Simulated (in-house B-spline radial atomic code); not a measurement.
Successive ionisation energies of cadmium; each step leads to the configuration of the next row (after the last: [Ne] 3s2 3p1/2(2) 3p3/2(1)). Dirac energy differences include first-order Breit, QED and recoil terms. NIST's values go from ground level to ground level; the uncertainty of those that are theory runs from under 0.1 % in few-electron ions to several per cent in heavy many-electron ones. Computed with a radial B-spline atomic code at the basis-set limit: Dirac-Hartree-Fock, jj configuration that fills j = l - 1/2 first, finite nuclei.

A number in brackets counts the electrons of a j subshell.

```json
{"ion": "Cd18+", "configuration": "[Ar] 3d10 4s2", "ionisation energy (eV)": "513.3", "tabulated value (eV)": "513", "computed minus tabulated (eV)": "0.3", "highest orbital": "4s1/2", "largest mean radius (bohr)": "0.77094"}
{"ion": "Cd19+", "configuration": "[Ar] 3d10 4s1", "ionisation energy (eV)": "544.8", "tabulated value (eV)": "546.19", "computed minus tabulated (eV)": "-1.3", "highest orbital": "4s1/2", "largest mean radius (bohr)": "0.76233"}
{"ion": "Cd20+", "configuration": "[Ar] 3d10", "ionisation energy (eV)": "962.8", "tabulated value (eV)": "963", "computed minus tabulated (eV)": "-0.2", "highest orbital": "3d5/2", "largest mean radius (bohr)": "0.35264"}
{"ion": "Cd21+", "configuration": "[Ar] 3d3/2(4) 3d5/2(5)", "ionisation energy (eV)": "?", "tabulated value (eV)": "?", "computed minus tabulated (eV)": "?", "highest orbital": "?", "largest mean radius (bohr)": "?"}
{"ion": "Cd22+", "configuration": "[Ar] 3d3/2(4) 3d5/2(4)", "ionisation energy (eV)": "1098.2", "tabulated value (eV)": "1095", "computed minus tabulated (eV)": "3.2", "highest orbital": "3d5/2", "largest mean radius (bohr)": "0.34641"}
{"ion": "Cd23+", "configuration": "[Ar] 3d3/2(4) 3d5/2(3)", "ionisation energy (eV)": "1168.3", "tabulated value (eV)": "1167", "computed minus tabulated (eV)": "1.3", "highest orbital": "3d5/2", "largest mean radius (bohr)": "0.34369"}
{"ion": "Cd24+", "configuration": "[Ar] 3d3/2(4) 3d5/2(2)", "ionisation energy (eV)": "?", "tabulated value (eV)": "?", "computed minus tabulated (eV)": "?", "highest orbital": "?", "largest mean radius (bohr)": "?"}
{"ion": "Cd25+", "configuration": "[Ar] 3d3/2(4) 3d5/2(1)", "ionisation energy (eV)": "1313.3", "tabulated value (eV)": "1320", "computed minus tabulated (eV)": "-6.7", "highest orbital": "3d5/2", "largest mean radius (bohr)": "0.33831"}
{"ion": "Cd26+", "configuration": "[Ar] 3d3/2(4)", "ionisation energy (eV)": "1400.0", "tabulated value (eV)": "1401", "computed minus tabulated (eV)": "-1.0", "highest orbital": "3d3/2", "largest mean radius (bohr)": "0.33564"}
{"ion": "Cd27+", "configuration": "[Ar] 3d3/2(3)", "ionisation energy (eV)": "1476.7", "tabulated value (eV)": "1477", "computed minus tabulated (eV)": "-0.3", "highest orbital": "3d3/2", "largest mean radius (bohr)": "0.33296"}
{"ion": "Cd28+", "configuration": "[Ar] 3d3/2(2)", "ionisation energy (eV)": "?", "tabulated value (eV)": "?", "computed minus tabulated (eV)": "?", "highest orbital": "?", "largest mean radius (bohr)": "?"}
{"ion": "Cd29+", "configuration": "[Ar] 3d3/2(1)", "ionisation energy (eV)": "1634.7", "tabulated value (eV)": "1635", "computed minus tabulated (eV)": "-0.3", "highest orbital": "3d3/2", "largest mean radius (bohr)": "0.32767"}
{"ion": "Cd30+", "configuration": "[Ne] 3s2 3p6", "ionisation energy (eV)": "1853.2", "tabulated value (eV)": "1852", "computed minus tabulated (eV)": "1.2", "highest orbital": "3p3/2", "largest mean radius (bohr)": "0.32506"}
{"ion": "Cd31+", "configuration": "[Ne] 3s2 3p1/2(2) 3p3/2(3)", "ionisation energy (eV)": "1925.6", "tabulated value (eV)": "1917.9", "computed minus tabulated (eV)": "7.7", "highest orbital": "3p3/2", "largest mean radius (bohr)": "0.32305"}
{"ion": "Cd32+", "configuration": "[Ne] 3s2 3p1/2(2) 3p3/2(2)", "ionisation energy (eV)": "1998.8", "tabulated value (eV)": "1998", "computed minus tabulated (eV)": "0.8", "highest orbital": "3p3/2", "largest mean radius (bohr)": "0.32107"}
```

Problem. Fill in the row of Cd21+.

Solution. ionisation energy (eV): 1029.7; tabulated value (eV): 1026; computed minus tabulated (eV): 3.7; highest orbital: 3d5/2; largest mean radius (bohr): 0.34931.

Problem. Fill in the row of Cd24+.

Solution. ionisation energy (eV): 1240.0; tabulated value (eV): 1237; computed minus tabulated (eV): 3.0; highest orbital: 3d5/2; largest mean radius (bohr): 0.34099.

Problem. Fill in the row of Cd28+.

Solution. ionisation energy (eV): 1554.9; tabulated value (eV): 1558; computed minus tabulated (eV): -3.1; highest orbital: 3d3/2; largest mean radius (bohr): 0.3303.

Problem. Where is the largest jump?

Solution. From Cd19+ to Cd20+, by a factor of 1.77 (544.84 to 962.76 eV); the highest orbital goes from 4s1/2 to 3d5/2.

Problem. How far is this level of theory from the measured and semi-empirical values?

Solution. Over those 4 rows the differences run from -1.35 to +7.66 eV (mean absolute value 2.8 eV). The calculation leaves out correlation and, in open shells, the multiplet splittings that an average leaves out.
